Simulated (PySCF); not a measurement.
# Core binding energy against partial charge

Species: C4H5F3O.
Numbering: `[CH3:1][CH2:2][C:3](=[O:4])[C:5]([F:6])([F:7])[F:8]`

Geometry (PBE0-D3(BJ)/def2-SVP, Å), atoms numbered from 1 in this order:
```
atom  x, y, z in Å
C1    -1.9012   -0.0267   -0.2528
C2    -0.5842   -0.2978    0.4440
C3     0.5933    0.2981   -0.2721
O4     0.5462    0.8795   -1.3200
C5     1.9551    0.1226    0.4400
F6     2.9493    0.6139   -0.2723
F7     2.1885   -1.1745    0.6651
F8     1.9296    0.7428    1.6247
H9    -1.8922   -0.4220   -1.2784
H10   -2.0955    1.0532   -0.3223
H11   -2.7335   -0.4934    0.2920
H12   -0.5707    0.0867    1.4791
H13   -0.3833   -1.3794    0.5463
```

Binding energies: PySCF 2.14.0, delta-SCF UKS SCAN, pcX-2 on the ionised atom, pcseg-1 elsewhere, spin-free X2C. Charges: PBE0/pcSseg-1 ground-state density, for the ionised atom.

```tsv
atom	environment	C 1s (eV)	Mulliken (e)	IAO (e)	Hirshfeld (e)	ESP (e)
C1	methyl carbon	291.26	-0.255	-0.410	-0.113	-0.335
C2	sp3 carbon next to a carbonyl	291.75	-0.325	-0.313	-0.075	+0.164
C3	ketone carbonyl carbon	294.40	+0.115	+0.342	+0.146	+0.393
C5	CF3 carbon	298.50	+0.834	+0.767	+0.251	+0.451
```

Task: How well does each charge scheme correlate with the binding energies over these sites?

Result: Mulliken: r = 0.99, slope 6.2 eV per e; IAO: r = 0.98, slope 5.8 eV per e; Hirshfeld: r = 0.96, slope 18.2 eV per e; ESP: r = 0.77, slope 7.2 eV per e. On 4 points no scheme stands out.

Task: The point-charge model writes a binding energy as kq + V + constant, with V the potential of the other atoms' charges at the site. What does it give with the ESP charges?

Result: V = Σ 14.40 eV Å × q/r over all other atoms: +5.28 eV at C1, -0.05 eV at C2, -3.09 eV at C3, -4.02 eV at C5. Fitting binding energy − V to q gives k = 18.9 eV per e and leaves an rms residual of 2.03 eV, against 1.82 eV for the fit on q alone. The model has no term for differences in relaxation between sites.

The structure is a single PBE0-D3(BJ)/def2-SVP conformer in the gas phase; no vibrational or solvent corrections.
